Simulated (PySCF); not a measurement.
# How the method changes the constants of GaCl

State: ¹Σ⁺ (singlet), closed shell. Set-up: PySCF, no relativity, basis sets Ga pcseg-1, Cl pcseg-1. De refers to Ga + Cl in their high-spin ground configurations, without counterpoise correction. A positive dipole means Ga(−)Cl(+).

| Level | Re (Å) | ωe (cm⁻¹) | De (eV) | μ (D) |
| --- | --- | --- | --- | --- |
| RHF | 2.252 | 347 | 3.53 | -3.02 |
| RHF-MP2 | 2.238 | 361 | 4.60 | n/a |
| RHF-SCS-MP2 | 2.245 | 356 | 4.47 | n/a |
| RHF-CCSD | 2.245 | 356 | 4.34 | n/a |
| RHF-CCSD(T) | 2.246 | 356 | 4.42 | n/a |
| PBE | 2.263 | 343 | 4.88 | -2.75 |
| BLYP | 2.288 | 331 | 4.69 | -2.91 |
| TPSS | 2.259 | 345 | 4.81 | -2.78 |
| r²SCAN | 2.236 | 359 | 4.84 | -2.61 |
| M06-L | 2.257 | 343 | 5.04 | -2.98 |
| PBE0 | 2.242 | 354 | 4.74 | -2.80 |
| CAM-B3LYP | 2.241 | 356 | 4.64 | -2.86 |

**Question.** Which functional lies closest to RHF-CCSD(T) in De, which farthest, and by how much do they differ from it?

**Answer.** Closest is CAM-B3LYP (-0.5 pm in Re, +0.0 % in ωe, +0.22 eV in De against RHF-CCSD(T) in the same basis), farthest M06-L (+1.1 pm in Re, -3.7 % in ωe, +0.62 eV in De). CCSD(T) converges more slowly with the basis than the functionals do and binds too weakly in this one, so the order can change at the basis-set limit.

**Question.** What does second-order correlation do here, going from RHF to RHF-MP2?

**Answer.** RHF-MP2 less RHF: -1.4 pm in Re, +4.0 % in ωe, +1.07 eV in De. Correlation nearly always deepens the well. The bond shortens, as in weak, metallic or heavy-atom bonds, where dispersion and the correlation of outer-core electrons pull the atoms together.

**Question.** What does the triples do here, going from RHF-CCSD to RHF-CCSD(T)?

**Answer.** RHF-CCSD(T) less RHF-CCSD: +0.1 pm in Re, +0.0 % in ωe, +0.08 eV in De. Correlation nearly always deepens the well. The bond length hardly moves.

Correlated steps freeze 14 core orbitals. Correlated levels converge slowly with the basis: in double zeta they bind strong bonds too weakly, by up to about 1 eV, and carry superposition errors of some tenths. Where the molecule has an RHF reference, its open-shell atoms are computed with UHF.

The whole job (state search and all levels along the bond) took about 1.4 min on 1 thread of Arm Neoverse V2 (shared host), peak memory 0.49 GiB.
